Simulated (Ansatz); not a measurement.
`[CH3][GeH]([NH2])[NH2]` and `[CH3][GeH]([NH2])[SH]` differ in one atom or group.

Ansatz, PBE0-D4/def2-TZVP geometries, multiplicity 1. Each molecule was computed in one conformer, which needn't be the lowest.

Scalar relativity is left out up to krypton.

```tsv
property	`[CH3][GeH]([NH2])[NH2]`
HOMO energy (PBE/def2-TZVPP) / eV	-5.61
LUMO energy (ωB97M-V/def2-TZVPP) / eV	2.25
LUMO energy (PBE0/def2-TZVPP) / eV	0.84
LUMO energy (PBE/def2-TZVPP) / eV	0.02
size of the dipole moment (PBE/def2-TZVPP) / D	1.14
HOMO–LUMO gap (PBE0/def2-TZVPP) / eV	7.90
```

Question: Give the same properties after the change, and the shifts. (Best estimate.)

Answer: Computed: 
| property | `[CH3][GeH]([NH2])[SH]` | shift |
| --- | --- | --- |
| HOMO energy (PBE/def2-TZVPP) / eV | -5.86 | -0.25 |
| LUMO energy (ωB97M-V/def2-TZVPP) / eV | 2.13 | -0.12 |
| LUMO energy (PBE0/def2-TZVPP) / eV | 0.47 | -0.37 |
| LUMO energy (PBE/def2-TZVPP) / eV | -0.44 | -0.46 |
| size of the dipole moment (PBE/def2-TZVPP) / D | 2.21 | 1.07 |
| HOMO–LUMO gap (PBE0/def2-TZVPP) / eV | 7.57 | -0.33 |

With PBE0 the HOMO falls by 0.05 eV and the LUMO falls by 0.37 eV, so the gap narrows by about 0.32 eV. PBE moves the HOMO by -0.25 eV and ωB97M-V by 0.12 eV. Dipoles are sizes alone; their direction can turn.
